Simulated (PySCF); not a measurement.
# Basis-set dependence of population analyses: `ClB[C@]12C[C@H]1C2`

Species: C4H6BCl.
Cartesian coordinates in Å at the PBE0-D3(BJ)/def2-SVP level; atoms count from 1:
```xyz
12
C4H6BCl angstrom
Cl     3.3775   -0.5427    1.4904
B      2.0903    0.4561    0.8209
C      0.7970   -0.1795    0.3507
C     -0.5229    0.4975    0.0693
C     -0.3974   -0.3411    1.2801
C      0.2246   -1.5360    0.6665
H      2.2727    1.6486    0.7925
H     -1.1185    0.1095   -0.7690
H     -0.5688    1.5837    0.1982
H     -0.4524   -0.0528    2.3298
H     -0.3265   -2.0510   -0.1331
H      0.8256   -2.1893    1.3069
```

PBE0 throughout (PySCF), one geometry, spherical d and f functions. Isolated species at its PBE0-D3(BJ)/def2-SVP geometry (one conformer only). Atoms taken as equivalent share a column and are averaged. The first 7 of 9 kinds of atom are listed.

Mulliken charges (e):

```tsv
basis	functions	Cl1	B2	C3	C4/C6	C5	H7	H8/H11
STO-3G	40	-0.199	+0.226	-0.127	-0.147	-0.089	-0.024	+0.095
6-31G	70	-0.113	+0.064	-0.043	-0.387	-0.119	+0.019	+0.185
pcSseg-0	70	-0.242	+0.450	-0.575	-0.379	-0.291	+0.070	+0.263
6-31G*	100	-0.151	+0.044	+0.053	-0.410	-0.123	+0.026	+0.185
cc-pVDZ	118	-0.120	+0.038	-0.133	+0.037	-0.109	-0.007	+0.050
def2-SVP	118	-0.107	+0.057	-0.132	-0.005	-0.104	-0.016	+0.058
aug-cc-pVDZ	196	-0.264	-0.585	+0.361	+0.832	+0.706	+0.583	-0.433
6-311+G(2d,p)	206	-0.267	+0.208	+0.210	-0.409	-0.004	+0.022	+0.120
def2-TZVP	228	-0.161	+0.062	-0.077	-0.163	-0.139	+0.022	+0.114
cc-pVTZ	268	-0.128	+0.030	+0.029	-0.198	-0.092	+0.001	+0.103
IGLO-III	279	-0.116	+0.172	-0.056	-0.198	-0.117	-0.062	+0.121
pcSseg-2	307	-0.192	+0.310	-0.296	+0.009	-0.130	-0.049	+0.054
```

IAO charges (e):

```tsv
basis	functions	Cl1	B2	C3	C4/C6	C5	H7	H8/H11
STO-3G	40	-0.054	+0.046	-0.148	-0.243	-0.102	+0.018	+0.139
6-31G	70	-0.083	+0.041	-0.128	-0.271	-0.106	+0.023	+0.152
pcSseg-0	70	-0.076	+0.045	-0.139	-0.266	-0.110	+0.019	+0.152
6-31G*	100	-0.088	+0.063	-0.133	-0.254	-0.095	+0.012	+0.141
cc-pVDZ	118	-0.083	+0.056	-0.130	-0.256	-0.097	+0.015	+0.142
def2-SVP	118	-0.074	+0.056	-0.129	-0.248	-0.093	+0.009	+0.137
aug-cc-pVDZ	196	-0.088	+0.059	-0.132	-0.263	-0.101	+0.016	+0.145
6-311+G(2d,p)	206	-0.086	+0.058	-0.134	-0.263	-0.101	+0.016	+0.146
def2-TZVP	228	-0.085	+0.060	-0.134	-0.263	-0.101	+0.015	+0.145
cc-pVTZ	268	-0.086	+0.061	-0.133	-0.263	-0.101	+0.015	+0.146
IGLO-III	279	-0.081	+0.057	-0.134	-0.264	-0.102	+0.015	+0.146
pcSseg-2	307	-0.086	+0.060	-0.134	-0.263	-0.100	+0.015	+0.145
```

Hirshfeld charges (e):

```
        basis  functions     Cl1      B2      C3   C4/C6      C5      H7  H8/H11
       STO-3G         40  -0.177  +0.199  -0.083  -0.016  -0.013  -0.062  +0.027
        6-31G         70  -0.101  +0.117  -0.086  -0.058  -0.023  -0.055  +0.046
     pcSseg-0         70  -0.074  +0.111  -0.088  -0.059  -0.016  -0.061  +0.042
       6-31G*        100  -0.107  +0.126  -0.083  -0.058  -0.022  -0.055  +0.045
      cc-pVDZ        118  -0.082  +0.118  -0.088  -0.063  -0.021  -0.059  +0.045
     def2-SVP        118  -0.065  +0.114  -0.091  -0.066  -0.021  -0.062  +0.045
  aug-cc-pVDZ        196  -0.075  +0.127  -0.100  -0.077  -0.031  -0.054  +0.052
6-311+G(2d,p)        206  -0.076  +0.125  -0.103  -0.072  -0.031  -0.054  +0.051
    def2-TZVP        228  -0.077  +0.125  -0.097  -0.072  -0.030  -0.055  +0.050
      cc-pVTZ        268  -0.080  +0.124  -0.094  -0.072  -0.027  -0.056  +0.049
     IGLO-III        279  -0.062  +0.121  -0.101  -0.077  -0.032  -0.056  +0.051
     pcSseg-2        307  -0.076  +0.127  -0.097  -0.076  -0.031  -0.055  +0.051
```

ESP-fitted charges (e):

| basis | functions | Cl1 | B2 | C3 | C4/C6 | C5 | H7 | H8/H11 |
| --- | --- | --- | --- | --- | --- | --- | --- | --- |
| STO-3G | 40 | -0.244 | +0.349 | +0.050 | -0.530 | +0.116 | -0.103 | +0.200 |
| 6-31G | 70 | -0.223 | +0.267 | +0.037 | -0.506 | +0.015 | -0.078 | +0.206 |
| pcSseg-0 | 70 | -0.235 | +0.350 | +0.019 | -0.620 | +0.062 | -0.100 | +0.246 |
| 6-31G* | 100 | -0.165 | +0.141 | +0.109 | -0.496 | +0.015 | -0.052 | +0.197 |
| cc-pVDZ | 118 | -0.135 | +0.092 | +0.119 | -0.469 | +0.015 | -0.039 | +0.184 |
| def2-SVP | 118 | -0.121 | +0.093 | +0.115 | -0.478 | +0.027 | -0.045 | +0.185 |
| aug-cc-pVDZ | 196 | -0.151 | +0.125 | +0.108 | -0.471 | +0.008 | -0.047 | +0.188 |
| 6-311+G(2d,p) | 206 | -0.135 | +0.077 | +0.141 | -0.494 | +0.012 | -0.034 | +0.194 |
| def2-TZVP | 228 | -0.134 | +0.085 | +0.142 | -0.501 | +0.021 | -0.039 | +0.195 |
| cc-pVTZ | 268 | -0.139 | +0.101 | +0.121 | -0.479 | +0.011 | -0.043 | +0.190 |
| IGLO-III | 279 | -0.124 | +0.070 | +0.135 | -0.478 | +0.009 | -0.036 | +0.188 |
| pcSseg-2 | 307 | -0.151 | +0.127 | +0.115 | -0.490 | +0.014 | -0.049 | +0.194 |

Some averages cover members that differ in this geometry, most widely: C4/C6, Mulliken in 6-311+G(2d,p) -0.476 to -0.341; C4/C6, ESP-fitted in pcSseg-0 -0.648 to -0.592; C4/C6, ESP-fitted in STO-3G -0.557 to -0.504; C4/C6, ESP-fitted in 6-31G -0.525 to -0.486 e.

Question: Which scheme is steadiest as the basis changes?

Answer: Largest range over the bases for any column: IAO 0.03 e, Hirshfeld 0.11 e, ESP-fitted 0.28 e, Mulliken 1.24 e. IAO charges move least and Mulliken charges most, counted in e. Without the minimal STO-3G basis the ranges are IAO 0.02, Hirshfeld 0.05, ESP-fitted 0.28, Mulliken 1.24 e.

Question: How much do the charges still move between the two largest bases, IGLO-III and pcSseg-2?

Answer: At most, over all atoms: Mulliken 0.240 e, IAO 0.005 e, Hirshfeld 0.014 e, ESP-fitted 0.057 e.

Question: What do the same runs give for the total energy, the frontier levels and the dipole moment?

Answer: 
| basis | energy (Eh) | HOMO (eV) | LUMO (eV) | μ (D) |
| --- | --- | --- | --- | --- |
| STO-3G | -633.5125 | -6.17 | 1.19 | 2.23 |
| 6-31G | -640.5852 | -7.56 | -1.01 | 2.42 |
| pcSseg-0 | -639.7265 | -7.94 | -1.26 | 2.28 |
| 6-31G* | -640.6626 | -7.48 | -0.90 | 2.14 |
| cc-pVDZ | -640.6998 | -7.53 | -1.01 | 1.92 |
| def2-SVP | -640.4130 | -7.58 | -1.00 | 1.77 |
| aug-cc-pVDZ | -640.7096 | -7.60 | -1.19 | 2.00 |
| 6-311+G(2d,p) | -640.7414 | -7.62 | -1.20 | 1.96 |
| def2-TZVP | -640.7573 | -7.60 | -1.14 | 1.91 |
| cc-pVTZ | -640.7610 | -7.60 | -1.12 | 1.93 |
| IGLO-III | -640.7572 | -7.59 | -1.12 | 1.85 |
| pcSseg-2 | -640.7673 | -7.63 | -1.18 | 1.98 |

The dipole is fixed by the density alone, so its range of 0.65 D shows that the density itself changes with the basis, not only its division among atoms.
